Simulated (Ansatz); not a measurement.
**What each rung costs, and what it gives**

Saddle point of SiN2H10O, closed shell (SiNH₅ ([NH2][SiH3]) + H₂O + NH₃ → SiNH₅O ([NH2][SiH2][OH]) + NH₃ + H₂; bonds formed: Si1–O7, H2–H8, H6–N9; bonds broken: Si1–H2, H6–O7, H8–N9), PBE0-D4/def2-TZVP structure:

Si1  (-0.536, 0.057, -0.967)
H2  (-0.408, -1.409, -0.230)
H3  (0.306, -0.492, -2.087)
H4  (-2.022, -0.127, -1.022)
N5  (-0.404, 1.766, -1.577)
H6  (0.630, -0.205, 1.428)
O7  (0.120, 0.674, 0.572)
H8  (0.311, -1.724, 1.033)
N9  (0.815, -1.274, 1.851)
H10  (-0.143, 1.829, -2.550)
H11  (-1.211, 2.360, -1.435)
H12  (0.412, 1.571, 0.362)
H13  (1.785, -1.559, 1.893)
H14  (0.345, -1.468, 2.727)
(Å)

Barriers are electronic and count from the start structure reached by relaxing down the imaginary mode.

Program: Ansatz 0.2.0. Basis: as named in each row. Cores are frozen in the correlated methods. B3LYP uses VWN-RPA correlation. Extrapolation: Hartree–Fock as exp(−7.88 √X), correlation as X^−2.97.

Times are rough, for one single point on 8 threads of a shared host (Arm Neoverse V2).

The estimate by CCSD(T) at an estimated basis limit (MP2 extrapolated from triple and quadruple zeta, plus CCSD(T) − MP2 in triple zeta) is 30.39 kcal/mol.

```
      method       basis  time (s)  barrier (kcal/mol)  method less estimate
          HF      STO-3G   under 1               58.64                 28.25
      PBE-D4      STO-3G   under 1               12.82                -17.57
       SPW92    def2-SVP   under 1                8.85                -21.54
    B3LYP-D4       6-31G   under 1               21.27                 -9.12
      PBE-D4    def2-SVP   under 1               20.93                 -9.45
     PBE0-D4    def2-SVP   under 1               24.23                 -6.16
       SPW92  def2-TZVPP   under 1               12.17                -18.22
      PBE-D4  def2-TZVPP         1               23.94                 -6.45
     BLYP-D4  def2-TZVPP         1               28.70                 -1.69
    B3LYP-D4  def2-TZVPP         1               30.13                 -0.26
    BHLYP-D4  def2-TZVPP         1               32.93                  2.54
     PBE0-D4  def2-TZVPP         1               26.35                 -4.04
CAM-B3LYP-D4  def2-TZVPP         1               29.61                 -0.77
     wB97M-V    def2-SVP         2               26.05                 -4.34
   r2SCAN-D4  def2-TZVPP         2               24.67                 -5.72
  r2SCAN0-D4  def2-TZVPP         2               26.59                 -3.79
     CCSD(T)    def2-SVP         2               32.36                  1.97
      B2PLYP  def2-TZVPP         2               31.07                  0.69
    PBE-QIDH  def2-TZVPP         3               28.05                 -2.34
  RPA on PBE  def2-TZVPP         3               32.21                  1.82
     wB97X-V  def2-TZVPP         3               29.77                 -0.62
     wB97M-V  def2-TZVPP         4               28.99                 -1.40
      B97M-V  def2-TZVPP         4               27.02                 -3.37
         MP2  def2-QZVPP        11               29.18                 -1.21
     CCSD(T)  def2-TZVPP        83               30.94                  0.55
```

All methods are single points on the PBE0-D4 structures.

T1 diagnostic: at most 0.011.

Labels in which every atom is bracketed show which atoms are joined, not bond orders.
